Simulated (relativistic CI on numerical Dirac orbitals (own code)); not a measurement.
## Eu⁴⁺ (4f5) in a crystal field

Calculated by Dirac-Coulomb-Breit CI, separate exchange-only KLI orbitals for each configuration, a model potential for QED, one configuration in a parametric crystal field, unscaled Slater integrals (own radial code). With so little scaling, terms lie 10 to 35 % too far apart, which can change the order of excited levels.

Field parameters in Wybourne normalisation. The field is a parameter set, without covalency.

S is read from ⟨S²⟩ = S(S + 1).

Powder χT (cm³ K mol⁻¹) by Van Vleck's formula, with temperature-independent terms:

```tsv
Field	2 K	5 K	10 K	20 K	50 K	100 K	200 K	300 K
D3d, B20 = -150, B40 = -2650, B43 = -2050, B60 = 880, B63 = 390, B66 = 120 cm⁻¹	0.00799	0.0104	0.0145	0.0225	0.0469	0.0907	0.184	0.268
D4h, B20 = -990, B40 = 1800, B44 = -2080, B60 = 480, B64 = -270 cm⁻¹	0.0395	0.0414	0.0446	0.0509	0.07	0.106	0.186	0.265
```

(1) For D4h, B20 = -990, B40 = 1800, B44 = -2080, B60 = 480, B64 = -270 cm⁻¹: what effective moment follows at 300 K?

Results:

(1) μ_eff = √(8χT) = 1.46 μB. The LS value g√(J(J + 1)) of the free ion's ⁶H°5/2 level is 0.85 μB.
